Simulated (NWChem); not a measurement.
A series in which one site is exchanged, each optimised at PBE0/def2-SVP with NWChem, gas phase unless a solvent is named. All stand in one matching conformer (torsions within 35°), which need not be the lowest. Some are not confirmed as minima by frequencies. def2 effective core potentials on Sr, Cd, Te; no spin-orbit coupling.

A: O[Te]S (H$_{2}$TeSO; site = Te)
B: [OH][Cd][SH] (CdH$_{2}$SO; site = Cd)
C: [OH][Sr][SH] (SrH$_{2}$SO; site = Sr)

Values for A:

- dipole (D), PBE0/def2-SVP: 0.83
- orbital gap (eV), PBE0/def2-SVP: 5.00
- vertical ionisation energy, ΔSCF, PBE/def2-SVP (eV): 8.46
- vertical ionisation energy, ΔSCF, CAM-B3LYP/def2-SVP (eV): 8.75
- static polarisability, CAM-B3LYP/def2-SVPD (bohr³): 68.4

### Question
How do these values change for the other members?

### Answer
```tsv
change from A	B	C
dipole (D), PBE0/def2-SVP	+0.83	+4.94
orbital gap (eV), PBE0/def2-SVP	+0.91	-0.96
vertical ionisation energy, ΔSCF, PBE/def2-SVP (eV)	+0.69	-0.64
vertical ionisation energy, ΔSCF, CAM-B3LYP/def2-SVP (eV)	+0.82	-0.62
static polarisability, CAM-B3LYP/def2-SVPD (bohr³)	-11.3	-5.3
```
